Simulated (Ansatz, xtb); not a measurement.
# Ranking isomers of C3H9BOSi

4 gas-phase structures of C3H9BOSi, from a drawn sample of its isomers (lower ones may exist). Each was relaxed with GFN2-xTB; where two conformers were screened, the lower at r2SCAN-D4/def2-SVP//GFN2-xTB is listed:

A. `C/C=C/BO[SiH3]`, a singlet
B. `[SiH3][C@@H]1CBOC1`, a singlet
C. `BO[SiH2]C1CC1`, a singlet
D. `BO[SiH2]C(=C)C`, a singlet

Which do you expect lowest at r2SCAN-D4/def2-SVP//GFN2-xTB, and how would the others follow?

Calculated order at r2SCAN-D4/def2-SVP//GFN2-xTB: A (0.0), D (39.8), B (40.6), C (46.9) kJ/mol. Less than 1 kcal/mol parts D and B, so the order within that pair means little.

Energies above the lowest of each column, in kJ/mol; the last columns are at r2SCAN-D4/def2-SVP geometries (a dash: not run or not comparable):

```csv
structure,GFN2-xTB,HF/STO-3G,r2SCAN-D4/def2-SVP//GFN2-xTB,r2SCAN-D4/def2-SVP,CCSD(T)/def2-SVP + ΔMP2/def2-TZVPP
A,0.0,125.5,0.0,0.0,0.0
D,30.1,145.7,39.8,32.6,22.7
B,90.9,0.0,40.6,51.2,–
C,12.4,124.3,46.9,44.1,49.4
```

CCSD(T)/def2-SVP + ΔMP2/def2-TZVPP puts A lowest of those it was run on; HF/STO-3G picks B. Flexible structures stand in one conformer each, not always the lowest. Frequencies (GFN2-xTB) were run for A, C, D alone. ΔMP2 is the change of the MP2 energy from the smaller to the larger basis.

Over these structures GFN2-xTB departs from r2SCAN-D4/def2-SVP//GFN2-xTB by 24.4 kJ/mol on average once a common shift is removed. A GFN2-xTB relaxation took about 0.12 s and the r2SCAN-D4/def2-SVP//GFN2-xTB energy about 1.4 s on a shared host (Ansatz 0.2.0, xtb 6.7.1).
